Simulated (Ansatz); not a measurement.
Consider the atomization: `B[N]([GeH3])CF` → B• + C• + F• + Ge• + 7 H• + N•.

Calculated with Ansatz (gas phase, PBE0-D4/def2-TZVP geometries, no zero-point term in ΔE). CCSD(T)/CBS adds triple-zeta CCSD(T) − MP2 to the extrapolated MP2 energy (def2 sets, frozen cores). This one scheme is used for every species, atoms too. Functionals use def2-TZVPP. B3LYP here is the variant with VWN-RPA as its local correlation; programs differ in this. No spin–orbit coupling; open shells (•) take unrestricted orbitals. Spin–orbit coupling would lower the free atoms: a little for B, C, F; clearly for Ge. For Ge outer-core shells are correlated without core-valence functions, so the limit isn't a true one: a few kJ/mol of doubt a bond, and 10 to 20 or more in all where bonds break to atoms. Scalar relativity is left out up to krypton. One conformer a species, not always the lowest.

| level | ΔE (eV) | difference from CCSD(T)/CBS |
| --- | --- | --- |
| r2SCAN-D4 | 42.75 | 0.06 |
| PBE0-D4 | 42.63 | -0.06 |
| B3LYP-D4 | 42.78 | 0.09 |
| ωB97M-V | 42.78 | 0.09 |
| B2PLYP | 42.32 | -0.37 |
| PBE | 43.10 | 0.41 |
| PBE0 | 42.43 | -0.26 |
| B3LYP | 42.39 | -0.30 |
| HF/def2-TZVPP | 31.05 | -11.64 |
| MP2/def2-TZVPP | 42.21 | -0.48 |
| SCS-MP2/def2-TZVPP | 42.19 | -0.50 |
| CCSD(T)/def2-TZVPP | 41.75 | -0.94 |
| MP2/def2-QZVPP | 42.77 | 0.08 |
| SCS-MP2/def2-QZVPP | 42.84 | 0.15 |
| HF/CBS(def2) | 31.10 | -11.59 |
| MP2/CBS(def2) | 43.15 | 0.46 |
| CCSD(T)/CBS | 42.69 | 0 |

Largest T1 diagnostic among the species: 0.014.

In def2-TZVPP, CCSD(T) changes the Hartree–Fock value by +10.70 eV (the triples alone add +0.60 eV) and MP2 by +11.17 eV; breaking electron pairs costs correlation energy, which Hartree–Fock lacks. From PBE to PBE0 (25 % exact exchange), in def2-TZVPP and without D4, ΔE moves by −0.68 eV: exact exchange takes away binding that semilocal exchange gives to molecules. The D4 term adds +0.40 eV with B3LYP and +0.21 eV with PBE0; it sums over pairs of atoms, weighted by their polarisabilities, and B3LYP, whose exchange is more repulsive, gets the larger term.

For atomizations the MP2-based limit and the directly extrapolated one differ by several kJ/mol either way, and by 10 to 25 for some Ge, Se and Sn compounds, so smaller differences from it don't rank the levels.
